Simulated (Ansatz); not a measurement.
Job for Ansatz (a quantum-chemistry and plane-wave program): R-MP2/def2-TZVPPD on BiBrH2 (SMILES [Br][BiH2]), atoms moved off the minimum. Elements past Kr take the def2 small-core potentials; no spin–orbit coupling. Files ending in .json are basis or fitting sets from the Basis Set Exchange. The run froze 23 orbitals, filled d shells among them.

Ansatz 0.2 input:
```yaml
crystal:
  periodic: [false, false, false]
  atoms:
    - {symbol: Bi, position_ang: [-0.44049887, -0.41040173, 0.36132775]}
    - {symbol: H, position_ang: [-1.99907191, -0.14455486, -0.53484183]}
    - {symbol: H, position_ang: [-0.00870762, -1.97601547, -0.62557963]}
    - {symbol: Br, position_ang: [1.07819756, 1.16272511, -0.92304549]}
basis:
  gaussian:
    orbitals: def2-TZVPPD.json
magnetization: {spin_polarized: false}
correlation: {method: mp2, electrons: outside_noble_gas}
scf: {lower_state_search: off}
output: {forces: true}
```

**Question.** Give the final energy of this run.

**Answer.** -2787.4356 hartree.

**Question.** How many basis functions does it have, and what does it roughly cost on one machine?

**Answer.** 147 functions; around 7 core-seconds (rough).
